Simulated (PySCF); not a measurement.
**Mo⁺ (molybdenum, charge +1) across methods**

[Kr] 4d4 5p1, one real determinant (an excited configuration). All numbers are calculated (PySCF 2.14, scalar relativity by spin-free X2C-1e, in x2c-QZVPPall (13s8p7d3f2g, 111 functions)).

```
method  E (hartree)  mean ε 4p β (eV)  mean ε 4d α (eV)  mean ε 5p α (eV)  Σ⟨r²⟩ (bohr²)   ⟨S²⟩
  BLYP     -4048.05           -47.629           -14.590            -7.815          48.82  8.750
   LDA     -4043.17           -48.003           -14.958            -8.137          48.48  8.750
r2SCAN     -4047.93           -48.408           -15.251            -8.085          48.57  8.752
  PW91     -4048.24           -47.777           -14.952            -8.071          48.58  8.751
 wB97X     -4048.01           -52.549           -18.696            -9.805          49.02  8.751
   PBE     -4047.53           -47.688           -14.903            -8.025          48.66  8.751
   UHF  -4045.80734           -55.835           -20.615            -9.613          50.03  8.753
  PBE0     -4047.61           -50.051           -16.492            -8.522          48.76  8.751
```

⟨L²⟩ = 8.00 against 12 for a pure F term, so this real determinant mixes terms.
